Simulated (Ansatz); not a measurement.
Program: Ansatz. Geometries: PBE0-D4/def2-TZVP. ΔE: electronic, gas phase. CCSD(T)/CBS is the MP2 limit (def2-TZVPP, def2-QZVPP) plus CCSD(T) − MP2 in def2-TZVPP, frozen cores. This one scheme is used for every species, atoms too. Functionals use def2-TZVPP. No spin–orbit coupling; open shells (•) take unrestricted orbitals. Spin–orbit coupling would lower the free atoms: a little for Cl. Each species was taken in one conformer, which may not be the lowest.

Reaction (homolysis of the Cl–Si bond): `N[SiH](N)Cl` → Cl• + `N[SiH]N`•

**Question.** What is ΔE at CCSD(T)/CBS? (Best estimate.)

**Answer.** The calculation gave: +506.1 kJ/mol.

**Question.** What do these levels give: PBE-D4, revPBE-D4, B97M-V, PBE-QIDH, BHLYP, HF/CBS(def2)? (Best estimate.)

**Answer.** Computed: PBE-D4 489.6, revPBE-D4 477.1, B97M-V 506.9, PBE-QIDH 501.0, BHLYP 471.7, HF/CBS(def2) 388.7 kJ/mol.

Largest T1 diagnostic among the species: 0.014.

From r2SCAN to r2SCAN0 (25 % exact exchange), in def2-TZVPP and without D4, ΔE moves by −3.3 kJ/mol: exact exchange takes away binding that semilocal exchange gives to molecules. In def2-TZVPP, CCSD(T) changes the Hartree–Fock value by +99.2 kJ/mol (the triples alone add +8.8 kJ/mol) and MP2 by +121.9 kJ/mol; breaking electron pairs costs correlation energy, which Hartree–Fock lacks. At CCSD(T), def2-SVP lies −44.8 kJ/mol from the extrapolated value and def2-TZVPP −17.5 kJ/mol: correlation converges slowly with the basis, and small sets miss more of it in the bonded molecule than in its fragments.
